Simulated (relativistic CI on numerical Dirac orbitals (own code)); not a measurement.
d2 in a ligand field

Computed with a parametric ligand-field model of a d^n configuration (Racah B and C, spin-orbit zeta, crystal field), exact diagonalisation.

Field parameters in Wybourne normalisation: Oh B⁴₀ = 21Dq, B⁴₄ = √(5/14) B⁴₀. The field is a parameter set, without covalency.

B = 470 cm⁻¹, C = 1900 cm⁻¹ (C/B = 4.04), Oh, no spin-orbit coupling. Tanabe-Sugano data, E/B above the lowest term (Δ = |10Dq|; b, c mark the second and third term of a kind):

| Δ/B | 3T1 | 3T2 | 3A2 | 1T2 | 1E | 1A1 |
| --- | --- | --- | --- | --- | --- | --- |
| 1.0 | 0.00 | 0.81 | 1.81 | 13.43 | 13.90 | 21.06 |
| 3.0 | 0.00 | 2.49 | 5.49 | 13.96 | 14.80 | 22.88 |
| 5.0 | 0.00 | 4.22 | 9.22 | 14.30 | 15.13 | 24.48 |
| 7.0 | 0.00 | 6.00 | 13.00 | 14.50 | 15.22 | 25.86 |
| 9.0 | 0.00 | 7.82 | 16.82 | 14.61 | 15.22 | 27.05 |
| 11.0 | 0.00 | 9.66 | 20.66 | 14.66 | 15.19 | 28.04 |
| 13.0 | 0.00 | 11.53 | 24.53 | 14.69 | 15.14 | 28.87 |
| 15.0 | 0.00 | 13.42 | 28.42 | 14.69 | 15.09 | 29.57 |
| 17.0 | 0.00 | 15.32 | 32.32 | 14.69 | 15.04 | 30.15 |
| 19.0 | 0.00 | 17.23 | 36.23 | 14.67 | 15.00 | 30.64 |
| 21.0 | 0.00 | 19.16 | 40.16 | 14.66 | 14.95 | 31.06 |
| 23.0 | 0.00 | 21.09 | 44.09 | 14.64 | 14.91 | 31.42 |
| 25.0 | 0.00 | 23.03 | 48.03 | 14.62 | 14.87 | 31.72 |
| 27.0 | 0.00 | 24.97 | 51.97 | 14.61 | 14.83 | 31.99 |
| 29.0 | 0.00 | 26.92 | 55.92 | 14.59 | 14.80 | 32.22 |
| 31.0 | 0.00 | 28.88 | 59.88 | 14.57 | 14.77 | 32.42 |
| 33.0 | 0.00 | 30.84 | 63.84 | 14.55 | 14.74 | 32.60 |
| 35.0 | 0.00 | 32.80 | 67.80 | 14.54 | 14.72 | 32.76 |
| 37.0 | 0.00 | 34.77 | 71.77 | 14.52 | 14.69 | 32.90 |
| 39.0 | 0.00 | 36.74 | 75.74 | 14.51 | 14.67 | 33.03 |
| 41.0 | 0.00 | 38.71 | 79.71 | 14.50 | 14.65 | 33.14 |
| 43.0 | 0.00 | 40.68 | 83.68 | 14.48 | 14.63 | 33.24 |
| 45.0 | 0.00 | 42.66 | 87.66 | 14.47 | 14.61 | 33.34 |
| 47.0 | 0.00 | 44.64 | 91.64 | 14.46 | 14.59 | 33.42 |

The ground term stays 3T1.
